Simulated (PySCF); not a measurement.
## Electron correlation in Si (silicon, neutral)

[Ne] 3s1 3p3, high-spin 5S determinant (an excited configuration). All numbers are calculated (PySCF 2.14, scalar relativity by spin-free X2C-1e, in x2c-QZVPPall (9s6p4d2f1g, 70 functions)). Frozen: 1s2; 12 electrons correlated.

| level | correlation energy (mhartree) |
| --- | --- |
| CCSD | -205.79 |
| (T) | -1.98 |
| CCSD(T) | -207.77 |

Diagnostics: T1 = 0.0032, D1 = 0.0095, largest double amplitude 0.055.

Cost of the coupled-cluster step: roughly 30 core-seconds, for 12 correlated electrons.

Iterations:

```
CC2 = 0
CCSD nocc = (np.int64(8), np.int64(4)), nmo = (69, 69)
frozen orbitals [[0], [0]]
max_cycle = 100
direct = 0
conv_tol = 1e-08
conv_tol_normt = 1e-06
diis_space = 8
diis_start_cycle = 0
Init t2, MP2 energy = -0.195669017440398
Init E_corr(UCCSD) = -0.195669017489696
cycle = 1  E_corr(UCCSD) = -0.202709996316157  dE = -0.00704097883  norm(t1,t2) = 0.0337427
cycle = 2  E_corr(UCCSD) = -0.205010907406458  dE = -0.00230091109  norm(t1,t2) = 0.0104974
cycle = 3  E_corr(UCCSD) = -0.20579506187526  dE = -0.000784154469  norm(t1,t2) = 0.00352122
cycle = 4  E_corr(UCCSD) = -0.205796241237338  dE = -1.17936208e-06  norm(t1,t2) = 0.000195237
cycle = 5  E_corr(UCCSD) = -0.205788523102981  dE = 7.71813436e-06  norm(t1,t2) = 4.40621e-05
cycle = 6  E_corr(UCCSD) = -0.205788976640733  dE = -4.53537752e-07  norm(t1,t2) = 6.29776e-06
cycle = 7  E_corr(UCCSD) = -0.205788987784242  dE = -1.11435092e-08  norm(t1,t2) = 7.72058e-07
cycle = 8  E_corr(UCCSD) = -0.205788974108916  dE = 1.36753266e-08  norm(t1,t2) = 1.71941e-07
cycle = 9  E_corr(UCCSD) = -0.205788974762663  dE = -6.53747528e-10  norm(t1,t2) = 2.35192e-08
UCCSD converged
E(UCCSD) = -289.5716287731444  E_corr = -0.205788974762663
UCCSD(T) correction = -0.00198120527336981
```

This basis was not built for core-valence correlation, so the inner-shell part is incomplete.
